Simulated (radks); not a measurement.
Initial-state core-level shifts of the bromine ion Br2+ when its valence configuration changes from [Ar] 3d10 4s2 4p3. Calculated with a radial shooting solver on a logarithmic mesh with Libxc functionals: scalar-relativistic Kohn-Sham, r2SCAN, spin-unpolarised, spherical densities, finite nucleus; meta-GGA in the generalised Kohn-Sham scheme; Fermi nuclear charge, rms radius 4.1629 fm. Shifts are changes of the shell-averaged eigenvalues in eV (positive: less bound); the change of the density at the nucleus, which sets a Mossbauer isomer shift, is in e/bohr^3, on a base of 4.496e+04.

3d8 4s2 4p5: 1s -33.572; 2s -36.772; 3s -27.579; 3p -27.123; density at nucleus +39.153
3d10 4s1 4p4: 1s -1.673; 2s -1.610; 3s -1.625; 3p -1.618; density at nucleus -38.613
3d9 4s2 4p4: 1s -16.391; 2s -17.931; 3s -13.687; 3p -13.448; density at nucleus +18.909
3d8.5 4s1.5 4p5: 1s -25.645; 2s -27.979; 3s -21.348; 3p -20.994; density at nucleus +6.633
3d10 4p5: 1s -3.310; 2s -3.184; 3s -3.215; 3p -3.201; density at nucleus -77.953
3d7.5 4s1.5 4p6: 1s -43.168; 2s -47.220; 3s -35.285; 3p -34.729; density at nucleus +25.415
3d9.5 4s2 4p3.5: 1s -8.096; 2s -8.850; 3s -6.816; 3p -6.694; density at nucleus +9.280
3d10 4s1.5 4p3.5: 1s -0.841; 2s -0.809; 3s -0.817; 3p -0.813; density at nucleus -19.215
3d8 4s1.5 4p5.5: 1s -34.309; 2s -37.490; 3s -28.294; 3p -27.836; density at nucleus +15.881
